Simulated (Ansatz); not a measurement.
Input file for Ansatz (a program for electronic structure): R-CCSD(T)/def2-TZVPPD on BiClH2 (SMILES [Cl][BiH2]), atoms moved off the minimum. Elements past Kr take the def2 small-core potentials; no spin–orbit coupling. Files ending in .json are basis or fitting sets from the Basis Set Exchange. The run froze 14 orbitals, filled d shells among them.

Ansatz 0.2 input:
```yaml
crystal:
  periodic: [false, false, false]
  atoms:
    - {symbol: Bi, position_ang: [-0.14733825, -0.08793295, 0.19625581]}
    - {symbol: H, position_ang: [-1.66163140, 0.43232852, -0.73247760]}
    - {symbol: H, position_ang: [-0.10623602, -1.61654109, -0.73801018]}
    - {symbol: Cl, position_ang: [1.43296485, 1.10774791, -1.09780228]}
basis:
  gaussian:
    orbitals: def2-TZVPPD.json
magnetization: {spin_polarized: false}
correlation: {method: ccsd_t, electrons: outside_noble_gas}
scf: {lower_state_search: off}
output: {forces: true}
```

Program output:

```
WARN ansatz: RAYON_NUM_THREADS=1 ignored (pool sized by the plan → 1); use --threads N
Functional definition: HF
these checks for a lower state are left out or cut short: starts, cluster_reference, orbital_swaps, neighbouring_geometries, increment
integrals: 0.29 GiB planned
995 factors; integrals over basis functions are off by at most 5.4e-4 eV
mean field: 0.39 GiB planned
mean field evaluation 1: about -18346.3490 eV, gradient 1.4e1 eV
mean field evaluation 2: about -18346.3581 eV, gradient 1.4e1 eV
mean field evaluation 4: about -18347.1125 eV, gradient 1.4e0 eV
mean field evaluation 8: about -18347.1269 eV, gradient 1.7e-4 eV
mean field -18347.12690147 eV, -674.2444774996 hartree, gradient 1.4e-6 eV, S^2 0.000000; 0 other end points of the search recorded, 0 dependent functions left out
14 core orbitals not correlated
reference -18347.12690147 eV, -674.2444774996 hartree; 7, 7 occupied and 120, 120 virtual orbitals, 995 factors
too little memory for Intel AMX tiles; the run may be slower
densities: 1.18 GiB planned
second order -8.50952661 eV of doubles, -0.00000000 eV of singles
coupled cluster: 0.70 GiB planned
cycle   1  -9.14900378 eV  change   -6.4e-1 eV  update   7.0e-2
cycle   2  -9.42530264 eV  change   -2.8e-1 eV  update   2.5e-2
cycle   3  -9.46172828 eV  change   -3.6e-2 eV  update   1.0e-2
cycle   4  -9.45659145 eV  change    5.1e-3 eV  update   3.4e-3
cycle   5  -9.45624670 eV  change    3.4e-4 eV  update   1.1e-3
cycle   6  -9.45633256 eV  change   -8.6e-5 eV  update   3.9e-4
cycle   7  -9.45628982 eV  change    4.3e-5 eV  update   1.4e-4
cycle   8  -9.45631070 eV  change   -2.1e-5 eV  update   5.9e-5
cycle   9  -9.45632026 eV  change   -9.6e-6 eV  update   2.2e-5
cycle  10  -9.45630987 eV  change    1.0e-5 eV  update   8.4e-6
cycle  11  -9.45631157 eV  change   -1.7e-6 eV  update   3.9e-6
perturbative correction -0.37947925 eV, -0.0139456051 hartree
the calculation of the forces begins
Total energy: -18356.96269228 eV, -674.6059361451 hartree
Atom 0 at    -0.147338    -0.087933     0.196256 Å, force    -1.434064    -0.488745     0.919756 eV/Å
Atom 1 at    -1.661631     0.432329    -0.732478 Å, force     0.456612    -0.093478     0.160211 eV/Å
Atom 2 at    -0.106236    -1.616541    -0.738010 Å, force     0.074411    -0.092204    -0.186527 eV/Å
Atom 3 at     1.432965     1.107748    -1.097802 Å, force     0.903042     0.674427    -0.893440 eV/Å
Dipole moment:    -0.274874    -0.236729     0.433101 e Å
Checks for a lower state left out: starts, cluster_reference, orbital_swaps, neighbouring_geometries, increment
```

Self-consistency was reached.

Cost: around 60 core-seconds (rough).
